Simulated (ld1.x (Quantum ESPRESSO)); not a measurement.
# copper: excitation energies, all-electron against RRKJ

```
Element                 : Cu (Z = 29)
Generator               : ld1.x (Quantum ESPRESSO) 7.5
Type                    : norm-conserving RRKJ (Kleinman–Bylander form)
Functional              : BP86
Relativity              : scalar-relativistic
Frozen core             : [Ne]
Valence charge          : 19
Reference configuration : 3s2 3p6 3d10 4s1 4p0
Partial waves           : 3p (bound): rc 0.85 bohr; 3d (bound): rc 1.30 bohr; 3s (bound): rc 0.90 bohr
Local potential         : the s channel
Core correction         : none
```

Occupied shells without a wave of their own: 4s. They enter only through the test configuration that unscreens the potential.

Energies are relative to the spin-unpolarised reference configuration 3s2 3p6 3d10 4s1 4p0; without spin polarisation the order of configurations can differ from experiment.

```
valence configuration  charge  ΔE all-electron (eV)  error AE − PS (meV)
 3s2 3p6 3d10 4s0 4p0      +1                 8.300                 -232
  3s2 3p6 3d8 4s0 4p0      +3                68.828                 -553
 3s2 3p6 3d10 4s0 4p1       0                 4.193                 -173
  3s2 3p6 3d9 4s2 4p0       0                 1.942                 +236
  3s2 3p6 3d7 4s0 4p0      +4               128.592                 -577
 3s1 3p6 3d10 4s1 4p0      +1               122.361                 -207
```

(1) What are ΔE and the potential's error for 3s2 3p6 3d9 4s0 4p0?

Results:

(1) ΔE = 29.736 eV all-electron; the error (AE − PS) is -384 meV.

ld1.x printed “convergence not achieved” for 6 of the counted tests; their residual had stalled under 1e-8, short of the target of 1e-14. The 4s level has no wave, so the channel is fitted at the deeper level alone: the likely source of the large errors.
